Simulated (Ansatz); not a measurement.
A nudged elastic band was laid between two geometries of Cl2HInO + H2 (7 atoms, charge 0, multiplicity 1).

Level of theory: RHF/def2-SVP in Ansatz 0.2.0.

```
movable images  : 4
climbing image  : no
spring          : 5.0 eV/Å²
optimiser       : quadratic models (default)
start path      : through a guess of the saddle point
force threshold : 0.05 eV/Å
iteration limit : 60
end points      : relaxed
```

Initial state:

```xyz
7
Properties=species:S:1:pos:R:3
In -0.015 -0.250 0.121
O -0.035 -0.616 2.049
H -0.864 -0.642 2.503
Cl 1.985 -0.363 -1.061
Cl -2.002 0.181 -1.031
H 0.395 2.556 0.817
H 0.402 2.218 1.485
```

Final state:

```xyz
7
Properties=species:S:1:pos:R:3
In -0.001 1.054 -0.184
O -0.038 0.239 2.011
H -0.809 -0.291 2.185
Cl 1.966 -0.218 -0.601
Cl -1.991 -0.174 -0.628
H 0.018 2.763 -0.125
H 0.723 -0.289 2.225
```

**Question.** Which bonds break or form, and what moves?

**Answer.** Bonds broken: H6–H7. Bonds formed: In1–H6, O2–H7. Cl2HInO + H2 becomes Cl2H3InO.

**Question.** Give the energies along the band, and the barrier.

**Answer.** It converged. The highest image is number 1 of 0 to 5, 0.219 eV above the first end and 1.440 eV above the last; the last end lies 1.221 eV below the first. No image climbed, so the highest image needn't sit at the top of the path. A band with more images between the same ends climbed to 1.06 eV, so this one has probably stepped over the top. The orbitals stay closed-shell, which can raise the energy where a bond breaks towards radicals; this wasn't checked here.

| image | path coordinate (Å) | energy (eV) | H6–H7 (Å) | In1–H6 (Å) | O2–H7 (Å) |
| --- | --- | --- | --- | --- | --- |
| 0 | 0.00 | 0.000 | 0.75 | 2.92 | 2.92 |
| 1 | 0.95 | 0.219 | 0.76 | 2.51 | 2.02 |
| 2 | 1.90 | 0.158 | 1.48 | 1.94 | 1.04 |
| 3 | 2.85 | -1.034 | 2.57 | 1.72 | 0.95 |
| 4 | 3.79 | -1.165 | 3.55 | 1.71 | 0.95 |
| 5 | 4.74 | -1.221 | 3.92 | 1.71 | 0.95 |

**Question.** What is the geometry of the highest image?

**Answer.** 
```xyz
7
Properties=species:S:1:pos:R:3
In 0.012 -0.071 0.031
O 0.007 -0.271 2.003
H -0.811 -0.204 2.473
Cl 1.992 -0.270 -1.177
Cl -2.030 0.016 -1.104
H 0.377 2.193 1.046
H 0.321 1.691 1.614
```

Run time: 2.2 min on 1 thread of Arm Neoverse V1, with other jobs on the host, peak memory 0.19 GiB.
